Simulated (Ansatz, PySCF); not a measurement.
Al(Me)2(SeH) (C₂H₇AlSe), SMILES [CH3][Al]([CH3])[SeH]. Atoms are numbered in the order given.

```xyz
11

Al    -0.7385     0.5254    -0.1940
C     -2.5070    -0.3186    -0.1040
H     -2.4688    -1.3867     0.1654
H     -3.0308    -0.2359    -1.0739
H     -3.1464     0.1916     0.6395
C     -0.4161     2.4080    -0.6540
H      0.2220     2.4976    -1.5513
H      0.1126     2.9351     0.1603
H     -1.3521     2.9566    -0.8543
Se     1.0914    -0.8431     0.2890
H      2.0682     0.2408     0.0811
```
Charge 0, spin multiplicity 1.

Geometry: TPSSh-D3(BJ)/def2-SVP. The structure was generated by enumeration; whether it is a known compound was not checked. The values are those of a single conformer.

Two levels are set side by side: PBE-D3(BJ)/def2-SVP (Ansatz, a first-principles code) and TPSSh-D3(BJ)/def2-SVP (PySCF). Each level has its own optimised geometry; the coordinates shown are those of the second. Differences are taken from unrounded values.

```
quantity              TPSSh-D3(BJ)
--------------------  ------------
mean bond length (Å)         1.436
bond Al1–C2 (Å)              1.962
bond Al1–C6 (Å)              1.965
bond Al1–Se10 (Å)            2.335
bond C2–H3 (Å)               1.102
bond C2–H4 (Å)               1.105
bond C2–H5 (Å)               1.105
bond C6–H7 (Å)               1.105
bond C6–H8 (Å)               1.105
bond C6–H9 (Å)               1.103
bond Se10–H11 (Å)            1.474
```

Problem. What does PBE-D3(BJ) give, and how far is it from TPSSh-D3(BJ)? (The exact figures need the calculation; the answer reports its results.)

Solution. 
```
quantity              PBE-D3(BJ)  PBE-D3(BJ) minus TPSSh-D3(BJ)
--------------------  ----------  -----------------------------
mean bond length (Å)       1.443                          0.006
bond Al1–C2 (Å)            1.964                          0.002
bond Al1–C6 (Å)            1.967                          0.002
bond Al1–Se10 (Å)          2.346                          0.010
bond C2–H3 (Å)             1.108                          0.006
bond C2–H4 (Å)             1.112                          0.006
bond C2–H5 (Å)             1.112                          0.006
bond C6–H7 (Å)             1.111                          0.006
bond C6–H8 (Å)             1.111                          0.006
bond C6–H9 (Å)             1.109                          0.006
bond Se10–H11 (Å)          1.486                          0.012
```

GGA bonds tend to be longer and softer than those of functionals with exact exchange. Differences between two approximate levels are no errors against the true value.
